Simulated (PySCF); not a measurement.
Polarisability and C₆ of Fe²⁺ (iron, charge +2)

[Ar] 3d6, high-spin 5D determinant. All numbers are calculated (PySCF 2.14, no relativity, point nucleus, in aug-cc-pVTZ with one added diffuse shell each of s, p, d, f, g type (9s8p6d4f3g, 118 functions)). Coupled (time-dependent) response in atomic units; α is the mean over directions.

```tsv
method	mean α (bohr³)	α xx, yy, zz	C₆ (like pair)	S(−4)
PBE0	3.665	3.894, 3.894, 3.207	10.60	7.542
```

S(−4) is the Cauchy moment in α(ω) = α(0) + S(−4) ω² + …

α(iu) at PBE0:

```json
{"u (hartree)": "0", "α(iu) (bohr³)": "3.665"}
{"u (hartree)": "0.0500", "α(iu) (bohr³)": "3.646"}
{"u (hartree)": "0.100", "α(iu) (bohr³)": "3.593"}
{"u (hartree)": "0.200", "α(iu) (bohr³)": "3.404"}
{"u (hartree)": "0.300", "α(iu) (bohr³)": "3.159"}
{"u (hartree)": "0.500", "α(iu) (bohr³)": "2.669"}
{"u (hartree)": "0.750", "α(iu) (bohr³)": "2.184"}
{"u (hartree)": "1.00", "α(iu) (bohr³)": "1.826"}
{"u (hartree)": "1.50", "α(iu) (bohr³)": "1.339"}
{"u (hartree)": "2.00", "α(iu) (bohr³)": "1.026"}
{"u (hartree)": "3.00", "α(iu) (bohr³)": "0.6555"}
{"u (hartree)": "5.00", "α(iu) (bohr³)": "0.3319"}
```

A single London oscillator, α(iu) = α/(1 + u²/ω²), gives C₆ = (3/4) ω α². Matching the computed C₆ needs ω = 4 × 10.60 / (3 × 3.665²) = 1.05 hartree.

For an ion, C₆ is the dispersion term alone; charge-induced terms of lower order in 1/R come first.

The components differ because the open shell of this determinant is not spherical; for a pure term their mean is the scalar polarisability.
